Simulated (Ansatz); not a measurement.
Cost and result for the atomization energy of C3H4BF (`BCC#CF`) (9 atoms, 8 bonds).

```xyz
9

B    -1.324   -0.649    0.429
C    -0.420    0.515   -0.083
C     0.999    0.258   -0.254
C     2.163    0.023   -0.386
F     3.408   -0.223   -0.529
H    -2.492   -0.428    0.568
H    -0.890   -1.733    0.681
H    -0.580    1.365    0.598
H    -0.865    0.871   -1.025
```

Charge 0, multiplicity 1. All single points use the PBE0-D4/def2-TZVP geometry. Program: Ansatz. All runs use 2 threads of an Arm Neoverse V2 on a shared host. Times are those of one run each, without the atoms' runs, and a repeat can differ threefold. Electronic energies, without spin–orbit coupling; frozen cores. CCSD(T)/CBS adds CCSD(T) − MP2 in def2-TZVPP to the MP2 limit, and its time is that of the two runs behind it. T1 = 0.012. HSE06 is the plane-wave form, built on full-range PBE exchange.

CCSD(T)/CBS is a level of theory with its own doubt, some kJ/mol a heavy atom from the limit and from the frozen cores, so smaller differences don't rank the functionals.

```csv
level,functions,wall time,atomization (kJ/mol),difference from CCSD(T)/CBS,per bond
LDA (SPW92)/def2-TZVPP,211,1.2 s,4219.6,613.0,76.6
revPBE-D4/def2-TZVPP,211,2 s,3647.2,40.6,5.1
PBE-D4/def2-TZVPP (with forces),211,2.5 s,3756.9,150.3,18.8
BHLYP-D4/def2-TZVPP,211,3 s,3507.5,-99.1,-12.4
HSE06-D4/def2-TZVPP,211,3.1 s,3672.7,66.1,8.3
CAM-B3LYP-D4/def2-TZVPP,211,3.1 s,3651.8,45.2,5.6
CCSD(T)/def2-SVP,90,4 s,3472.3,-134.3,-16.8
PBE-QIDH/def2-TZVPP,211,5.5 s,3628.6,22.0,2.7
B97M-V/def2-TZVPP,211,10 s,3636.1,29.5,3.7
ωB97M-V/def2-TZVPP (with forces),211,11 s,3641.5,34.9,4.4
MP2/def2-QZVPP,405,20 s,3679.0,72.4,9.0
CCSD(T)/def2-TZVPP,211,98 s,3519.3,-87.3,-10.9
CCSD(T)/CBS(def2),–,120 s,3606.6,0.0,0.0
```

In def2-TZVPP, CCSD(T) changes the Hartree–Fock value by +862.1 kJ/mol (the triples alone add +62.7 kJ/mol) and MP2 by +970.4 kJ/mol; breaking electron pairs costs correlation energy, which Hartree–Fock lacks. Leaving LDA and LC-ωPBE aside and taking each functional with its dispersion term where it has one, the values spread over 249.4 kJ/mol, from BHLYP-D4 to PBE-D4. LDA lies +476.1 kJ/mol from PBE without D4, its usual overbinding. The D4 term adds +21.4 kJ/mol with B3LYP and +11.2 kJ/mol with PBE0; it sums over pairs of atoms, weighted by their polarisabilities, and B3LYP, whose exchange is more repulsive, gets the larger term.

B3LYP here is the variant with VWN-RPA as its local correlation; programs differ in this.
